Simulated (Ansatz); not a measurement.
Start from `[O]=[Mo]([F])([F])([F])[F]` and change one element to get `[F][Mo]([F])([F])([F])=[S]`.

Ansatz, PBE0-D4/def2-TZVP geometries, multiplicity 1. 

Elements past krypton have def2 core potentials.

| property | `[O]=[Mo]([F])([F])([F])[F]` |
| --- | --- |
| HOMO energy (PBE0/def2-TZVPP) / eV | -11.05 |
| LUMO energy (B3LYP/def2-TZVPP) / eV | -4.32 |
| HOMO–LUMO gap (PBE0/def2-TZVPP) / eV | 6.98 |
| HOMO–LUMO gap (ωB97M-V/def2-TZVPP) / eV | 11.61 |
| HOMO–LUMO gap (B3LYP/def2-TZVPP) / eV | 6.45 |
| HOMO–LUMO gap (PBE/def2-TZVPP) / eV | 4.41 |

**Question.** What does the change do to each property? (An estimate is asked.)

**Answer.** Computed: 
| property | `[F][Mo]([F])([F])([F])=[S]` | shift |
| --- | --- | --- |
| HOMO energy (PBE0/def2-TZVPP) / eV | -9.70 | 1.35 |
| LUMO energy (B3LYP/def2-TZVPP) / eV | -4.70 | -0.38 |
| HOMO–LUMO gap (PBE0/def2-TZVPP) / eV | 5.23 | -1.75 |
| HOMO–LUMO gap (ωB97M-V/def2-TZVPP) / eV | 9.66 | -1.95 |
| HOMO–LUMO gap (B3LYP/def2-TZVPP) / eV | 4.75 | -1.70 |
| HOMO–LUMO gap (PBE/def2-TZVPP) / eV | 3.11 | -1.30 |

With PBE0 the HOMO rises by 1.35 eV and the LUMO falls by 0.42 eV, so the gap narrows by about 1.77 eV. PBE moves the HOMO by 0.77 eV and ωB97M-V by 1.62 eV.

B3LYP here is the variant with VWN-RPA as its local correlation; programs differ in this.
